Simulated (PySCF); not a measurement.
C3H5ClSeSi.
Cartesian coordinates in Å at the PBE0-D3(BJ)/def2-SVP level; atoms count from 1:
```
atom  x, y, z in Å
Cl1    3.4537    2.2303    3.1438
Si2    3.1540    0.4755    2.0601
Se3    1.2358   -0.5616    2.6154
C4     0.0675    0.8457    1.8417
C5    -0.0054    2.2058    2.4311
C6    -1.0220    1.4299    2.6586
H7     3.1396    0.8877    0.6289
H8     4.2884   -0.4395    2.3579
H9    -0.0451    0.6739    0.7624
H10    0.5285    3.1425    2.5622
H11   -1.9860    1.2395    3.1222
```

Method: PySCF 2.14.0, PBE0-D3(BJ)/def2-SVP geometry optimisation, gas phase.

Masses are those of the commonest isotopes; rigid-rotor values at the optimised geometry. The values belong to one conformer with, in the numbering `[Cl:1][SiH2:2][Se:3][CH:4]1[CH:5]=[CH:6]1`, Cl1–Si2–Se3–C4 68°, Si2–Se3–C4–C5 -68°.

Q: What are A, B and C (MHz)?

A: Ia = 250.09, Ib = 427.21, Ic = 619.23 u·Å²; 505379 MHz·u·Å²/I gives A = 2021, B = 1183, C = 816.1 MHz.

Q: Classify the top.

A: An asymmetric top; Ray's κ = -0.391.

Q: What does the inertial defect say?

A: Not planar: Δ = Ic − Ia − Ib = -58.07 u·Å². For a rigid frame Δ = −2 Σ m c², so Σ m c² = 29.04 u·Å² lies off the ab plane: 7.59 from hydrogen and 21.44 from heavier atoms. The atom farthest from that plane is 2.02 Å away.

Q: Give the other two planar moments, Paa and Pbb, and the rms extents of the mass along the axes.

A: Paa = Σ m a² = (Ib + Ic − Ia)/2 = 398.17 and Pbb = Σ m b² = (Ia + Ic − Ib)/2 = 221.06 u·Å². With the mass M = 183.90 u, the rms extents √(P/M) along a, b and c are 1.47, 1.10, 0.40 Å.

Q: Predict some low-J microwave lines.

A: The dipole components are |μa| = 1.31 D, |μb| = 1.23 D, |μc| = 0.81 D. The squared components, which scale the intensities, stand as 1.00 : 0.88 : 0.39 (a : b : c). Some of the stronger lines:

```
type  branch         J(Ka,Kc)    MHz  lower level (cm⁻¹)
   c       Q  3(1,3) ← 3(0,3)    312               0.385
   a       Q  2(1,1) ← 2(1,2)   1101               0.216
   b       Q  1(1,0) ← 1(0,1)   1205               0.067
   a       R  1(0,1) ← 0(0,0)   1999               0.000
   c       Q  2(2,1) ← 2(1,1)   2513               0.252
   b       R  2(0,2) ← 1(1,1)   3064               0.095
   b       Q  2(2,1) ← 2(1,2)   3614               0.216
   a       R  2(1,2) ← 1(1,1)   3631               0.095
   b       R  3(1,2) ← 2(2,1)   3964               0.336
   a       R  2(1,1) ← 1(1,0)   4365               0.107
   b       R  2(1,2) ← 1(0,1)   4469               0.067
   a       R  3(1,3) ← 2(1,2)   5393               0.216
   b       R  3(1,3) ← 2(0,2)   5961               0.197
   a       R  3(1,2) ← 2(1,1)   6477               0.252
   c       R  2(2,0) ← 1(1,0)   6975               0.107
   c       R  3(1,2) ← 2(0,2)   8145               0.197
   c       R  3(2,1) ← 2(1,1)   8956               0.252
   b       R  3(2,1) ← 2(1,2)  10057               0.216
   b       R  3(3,0) ← 2(2,1)  11174               0.336
```

No PBE0-D3(BJ)/def2-SVP frequencies stand behind this structure, so it isn't proved a minimum. These are rigid-rotor constants of the computed structure; measured ground-state constants (B0) also hold zero-point vibration. Quadrupole hyperfine structure (35Cl) is left out.
